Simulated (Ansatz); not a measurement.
Geometry optimisation, RKS B3LYP-D4/def2-SVP in Ansatz 0.2.0.

The input (input.yaml):

```yaml
crystal:
  periodic: [false, false, false]
  atoms:
    - { symbol: B, position_ang: [0.8578, -2.5532, -0.276] }
    - { symbol: C, position_ang: [0.6615, -0.9717, 0.1012] }
    - { symbol: C, position_ang: [-0.3051, -0.2241, -0.8622] }
    - { symbol: F, position_ang: [-1.4813, -0.7264, -0.7606] }
    - { symbol: Sn, position_ang: [-0.3231, 1.8514, -0.3525] }
    - { symbol: "N", position_ang: [-0.9565, 2.0756, 1.6144] }
    - { symbol: H, position_ang: [0.2585, -2.9545, -1.2127] }
    - { symbol: H, position_ang: [1.5437, -3.1953, 0.3499] }
    - { symbol: H, position_ang: [0.2813, -0.8818, 1.1824] }
    - { symbol: H, position_ang: [1.6756, -0.5033, 0.0901] }
    - { symbol: H, position_ang: [0.0761, -0.3145, -1.8755] }
    - { symbol: H, position_ang: [1.2995, 2.5437, -0.484] }
    - { symbol: H, position_ang: [-1.4857, 2.7185, -1.4151] }
    - { symbol: H, position_ang: [-0.25372, 2.65925, 2.11206] }
    - { symbol: H, position_ang: [-1.82179, 2.69046, 1.5754] }
basis:
  gaussian: { orbitals: def2-SVP }
hamiltonian:
  xc: b3lyp
  dispersion: d4
relax:
  f_tol: 0.015
  max_steps: 40
```

Command:

```bash
$ ansatz run input.yaml --threads 2 --pin off --max-ram 3072MiB --backend cpu --events-out ev --progress --plain --runs-dir out
```

Q: Where does it end, and by what steps?

A: The run converged. After 22 steps the energy has fallen by 0.656 eV; H15 moved furthest, 1.09 Å.

| step | energy less start (eV) | largest force component (eV/Å) | accepted |
| --- | --- | --- | --- |
| 0 | 0.0000 | 4.481 | yes |
| 1 | -0.4188 | 2.132 | yes |
| 2 | -0.5413 | 1.157 | yes |
| 3 | -0.5826 | 1.300 | yes |
| 4 | -0.6006 | 1.118 | yes |
| 5 | -0.6154 | 0.857 | yes |
| 6 | -0.6412 | 0.093 | yes |
| 7 | -0.6467 | 0.090 | yes |
| 8 | -0.6508 | 0.100 | yes |
| 9 | -0.6483 | 0.278 | no |
| 10 | -0.6524 | 0.171 | yes |
| 11 | -0.6514 | 0.167 | no |
| 12 | -0.6532 | 0.097 | yes |
| 13 | -0.6544 | 0.034 | yes |
| 14 | -0.6548 | 0.041 | yes |
| 15 | -0.6551 | 0.041 | yes |
| 16 | -0.6554 | 0.033 | yes |
| 17 | -0.6557 | 0.060 | yes |
| 18 | -0.6559 | 0.060 | yes |
| 19 | -0.6562 | 0.052 | yes |
| 20 | -0.6556 | 0.119 | no |
| 21 | -0.6564 | 0.019 | yes |
| 22 | -0.6564 | 0.009 | yes |

```xyz
15
Properties=species:S:1:pos:R:3
B 0.637 -2.472 -0.110
C 0.663 -0.917 0.061
C -0.162 -0.129 -0.941
F -1.487 -0.598 -0.895
Sn -0.290 2.011 -0.458
N -0.632 1.936 1.579
H 0.300 -2.982 -1.152
H 1.029 -3.184 0.784
H 0.432 -0.610 1.097
H 1.739 -0.657 -0.058
H 0.204 -0.292 -1.969
H 1.202 2.856 -0.639
H -1.551 2.771 -1.362
H -0.471 2.829 2.046
H -1.588 1.653 1.803
```

Time of the run: 120 s on 2 threads of Arm Neoverse V2, on a shared host, peak memory 0.43 GiB.
